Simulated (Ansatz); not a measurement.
Species: NbO, charge 0, quartet. NbO (SMILES [O]=[Nb], quartet).
B3LYP-D3(BJ)/def2-TZVP minimum from Ansatz (an electronic-structure program):
```xyz
2

Nb     0.0000     0.0000    -0.2756
O      0.0000     0.0000     1.4124
```
Charge 0, spin multiplicity 4.

Atomisation energy term by term, kcal/mol (programs: Ansatz). Radicals and triplets start from unrestricted determinants; spin-orbit coupling is neglected. Cores are frozen in correlated methods (noble-gas shells, and filled d and f shells in the p block). Past Kr the def2 sets carry scalar-relativistic core potentials. CBS(X,Y): correlation extrapolated as X^-3, Hartree-Fock from the larger set. A bracket is a step between two methods taken in the basis named. The UHF reference of NbO ([O]=[Nb], quartet) is spin-contaminated (<S^2> up to 0.10 over the pure value in the sets run).

| term | basis | kcal/mol |
|---|---|---|
| Hartree-Fock | def2-QZVPP | 80.02 |
| CCSD correlation | CBS(def2-TZVPP,def2-QZVPP) | 85.17 |
| (T) | CBS(def2-TZVPP,def2-QZVPP) | 12.99 |
| CCSDT(Q) - CCSD(T) | def2-QZVPP | 0.48 |
| CCSDTQ - CCSDT(Q) | def2-SVP | -0.16 |
| sum: De |  | 178.5 |

The step beyond CCSD(T) by other levels: CCSDTQ in def2-SVP 1.05; CCSDT(Q) in def2-SVP 1.20; CCSDT(Q) in def2-TZVPP 0.64 kcal/mol.
